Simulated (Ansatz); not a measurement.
Geometry optimisation, Ansatz 0.2.0, RKS PBE0/STO-3G.

Input file:

```yaml
crystal:
  periodic: [false, false, false]
  atoms:
    - { symbol: Si, position_ang: [0.0, 0.0, 0.0] }
    - { symbol: Cl, position_ang: [0.0, 0.0, 2.13] }
    - { symbol: Cl, position_ang: [2.0086, 0.0, -0.7093] }
    - { symbol: Cl, position_ang: [-1.0032, 1.7381, -0.7093] }
    - { symbol: Cl, position_ang: [-1.0032, -1.7381, -0.7093] }
basis:
  gaussian: { orbitals: STO-3G }
hamiltonian:
  xc: pbe0
relax:
  f_tol: 0.02
  max_steps: 40
```

Launched with:

```bash
$ ansatz run input.yaml --threads 1 --pin off --max-ram 2048MiB --backend cpu --events-out ev --progress --plain --runs-dir out
```

Problem. Where does it end, and by what steps?

Solution. It converged. Limits of this set-up: minimal basis. After 2 steps the energy has fallen by 0.093 eV; Cl3 moved furthest, 0.05 Å.

```tsv
step	energy less start (eV)	largest force component (eV/Å)	accepted
0	0.0000	0.995	yes
1	-0.0922	0.102	yes
2	-0.0931	0.011	yes
```

```xyz
5
Properties=species:S:1:pos:R:3
Si 0.000 0.000 0.000
Cl 0.000 0.000 2.084
Cl 1.965 0.000 -0.694
Cl -0.982 1.701 -0.694
Cl -0.982 -1.701 -0.694
```

Whether the end is a true minimum wasn't checked by a vibrational analysis.

The run took 7 s on 1 thread of Arm Neoverse V1, on a shared host, peak memory 0.12 GiB.
